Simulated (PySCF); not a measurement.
Sb$_{2}$, charge +1, doublet, at a GFN2-xTB geometry (a state made from the parent by changing its charge; the spin is typed, not shown lowest) (core potentials on Sb).

Input for PySCF:
```python
from pyscf import gto, scf, dft, solvent

mol = gto.M(
    atom='''
Sb   -0.000000   -0.000000   -1.344861
Sb    0.000000    0.000000    1.344861
''',
    basis='def2-svp',
    ecp={'Sb': 'def2-svp'},
    charge=1,
    spin=1,
    verbose=4,
)

mf = dft.UKS(mol)
mf.xc = 'pbe'
mf.kernel()
mf.analyze()
```

Q: Give the HOMO energy at the level PBE/def2-SVP run with PySCF.

A: -11.09 eV

Q: Estimate the total energy that PBE/def2-SVP returns for this input.

A: -480.2079 Eh

Q: What number of basis functions does PBE/def2-SVP give?

A: 52

Q: Estimate the <S^2> that PBE/def2-SVP returns for this input.

A: 0.751

Q: What nuclear repulsion energy does PBE/def2-SVP give?

A: 104.0757 Eh

These values belong to the state on which the SCF converged, which isn't shown to be the lowest.
